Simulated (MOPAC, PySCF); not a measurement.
C4H9B, SMILES `C/C=C(/B)C`, neutral singlet in the gas phase. 

Cartesian coordinates (Å):
```xyz
14

B      2.0004    -0.7145    -0.2480
C      0.6220    -0.0714    -0.0428
C      0.4425     1.3926     0.2819
C     -0.4577    -0.8677    -0.1642
C     -1.8713    -0.4078     0.0004
H      3.0028    -0.0738    -0.1616
H      2.0692    -1.8778    -0.4993
H      1.4000     1.9077     0.3315
H     -0.1722     1.8958    -0.4695
H     -0.0623     1.5282     1.2424
H     -0.2973    -1.9156    -0.3975
H     -2.0194     0.0299     0.9915
H     -2.5866    -1.2164    -0.1303
H     -2.1042     0.3805    -0.7210
```
Charge 0, multiplicity 1.

All levels are single points at this geometry (M06-2X/def2-TZVP); Pople sets use spherical d functions. Orbital energies aren't observables, and empty levels follow the basis.

B3LYP-D3(BJ)/def2-TZVP in PySCF gives HOMO (eV) = -7.31.

**Question.** Estimate the HOMO (eV) from each of these levels: M06-2X/def2-TZVP in PySCF; B3LYP/6-311+G** in PySCF; AM1 in MOPAC; PM6 in MOPAC; PM7 in MOPAC.

**Answer.** 
```
level                      HOMO (eV)
-------------------------  ---------
M06-2X/def2-TZVP in PySCF      -8.64
B3LYP/6-311+G** in PySCF       -7.32
AM1 in MOPAC                   -9.88
PM6 in MOPAC                   -9.74
PM7 in MOPAC                   -9.81
```
